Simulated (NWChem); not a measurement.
System: GeH₃O₂F; SMILES [OH][GeH]([OH])[F]

Here is an NWChem input.

```
start job
memory heap 200 mb stack 900 mb global 1100 mb
geometry units angstroms noautoz
  Ge     0.022025    -0.029018     0.303582
  O      0.641854    -1.510877    -0.388048
  O     -1.630885     0.206754    -0.251734
  F      0.885463     1.337096    -0.338747
  H      0.223543    -0.075851     1.810313
  H      0.376566    -1.635468    -1.306862
  H     -1.799478     1.118112    -0.517967
end
basis spherical
  Ge library 6-31g*
  O library 6-31g*
  F library 6-31g*
  H library 6-31g*
end
dft
  xc b3lyp
  iterations 150
  mulliken
end
task dft energy
```

Structure relaxed at the PBE0/def2-SVP level.

Problem. Predict the main results of this run. (B3LYP/6-31G* (spherical d).) Quantities: energy (Ha); highest occupied level (eV); orbital gap (eV); dipole (D).

Solution. 
```yaml
energy (Ha): -2328.91
highest occupied level (eV): -8.76
orbital gap (eV): 8.83
dipole (D): 1.14
```
